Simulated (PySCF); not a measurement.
Broadened absorption spectrum of C6H9GaO2

C6H9GaO2.
Numbering: `[CH2:1]=[CH:2][CH2:3][Ga@@H-:4]1[O:5][CH:6]=[CH:7][CH:8]=[O+:9]1` (hydrogens: H10, H11 on C1; H12 on C2; H13, H14 on C3; H15 on Ga4; H16 on C6; H17 on C7; H18 on C8)

Geometry (PBE0-D3(BJ)/def2-SVP, Å), atoms numbered from 1 in this order:
```
atom  x, y, z in Å
C1    -2.120   -0.818    0.711
C2    -1.587   -0.789   -0.516
C3    -1.478    0.401   -1.400
Ga4    0.328    1.198   -1.235
O5     1.586   -0.310   -1.156
C6     2.089   -0.776   -0.094
C7     1.918   -0.290    1.204
C8     1.150    0.841    1.499
O9     0.520    1.568    0.681
H10   -2.576    0.071    1.158
H11   -2.121   -1.734    1.308
H12   -1.141   -1.714   -0.905
H13   -1.654    0.144   -2.457
H14   -2.201    1.185   -1.119
H15    1.020    2.357   -2.023
H16    2.735   -1.664   -0.227
H17    2.415   -0.809    2.023
H18    1.089    1.155    2.558
```

Computed with TDDFT PBE0/def2-SVPD, vertical, gas phase, core orbitals frozen in the response in PySCF 2.14.0, density-fitted response routines. Relativistic effects, spin–orbit coupling among them, are left out although an element past zinc is present.

Each state is given a Gaussian of 0.3 eV full width at half maximum, with ε(max) = 2.175×10⁸ f / Δν̃ (Δν̃ the width in cm⁻¹). The width is an assumption, not a result. The curve ends short of the highest state used, and states not computed would add to its high-energy end.

λ (nm), ε (L mol⁻¹ cm⁻¹) and a bar:
```
    207.9      15802 ##############################
    214.1       7396 ##############
    220.3       1784 ###
    226.5        750 #
    232.8        142 
    239.0         26 
    245.2        389 #
    251.5       2911 ######
    257.7       7818 ###############
    263.9       8954 #################
    270.1       4919 #########
    276.4       1440 ###
    282.6        300 #
    288.8         70 
    295.0         19 
    301.3          4 
    307.5          1 
    313.7          0 
    320.0          0 
    326.2          1 
    332.4          5 
    338.6         19 
    344.9         56 
    351.1        123 
    357.3        208 
    363.6        279 #
    369.8        299 #
    376.0        264 #
    382.2        195 
    388.5        123 
    394.7         67 
    400.9         32 
    407.1         14 
    413.4          5 
    419.6          2 
    425.8          1
```

Q: Locate the maxima and give the states behind the curve.

A: 369 nm (3.36 eV), ε about 300, made up of S1 (100%); 262 nm (4.73 eV), ε about 9300, made up of S3 (100%) (ε in L mol⁻¹ cm⁻¹; maxima over ε = 5, shares over 10%). At its high-energy end, 5.96 eV, the curve is still rising (ε about 16000, from S5, S6 and S7). The states used: S1 3.36 eV (f 0.0033); S2 4.42 eV (f 0.0009); S3 4.74 eV (f 0.104); S4 5.58 eV (f 0.011); S5 5.86 eV (f 0.027); S6 5.96 eV (f 0.121); S7 6.03 eV (f 0.025); S8 6.26 eV (f 0.195); S9 6.39 eV (f 0.042); S10 6.56 eV (f 0.0017).

Q: Coming from long wavelengths, where does ε first pass 100 L mol⁻¹ cm⁻¹?

A: At about 391 nm (3.17 eV), 0.19 eV below S1.

Q: What would ε be at 4.73 eV, the highest of these maxima, with half the width (0.15 eV)?

A: About 18600 L mol⁻¹ cm⁻¹ against 9340, a factor of about 1.99; a lone state at its own centre would give exactly 2.

Q: Does any computed singlet lie in the visible range?

A: No computed singlet lies in the visible range (380 to 750 nm); the lowest, at 369 nm, stands 0.10 eV above its violet end (3.26 eV); a Tamm–Dancoff triplet lies at 442 nm, without intensity as long as spin–orbit coupling is left out.

All these states lie below the vertical ionisation energy of 8.19 eV (ΔSCF).

One conformer stands for the species.
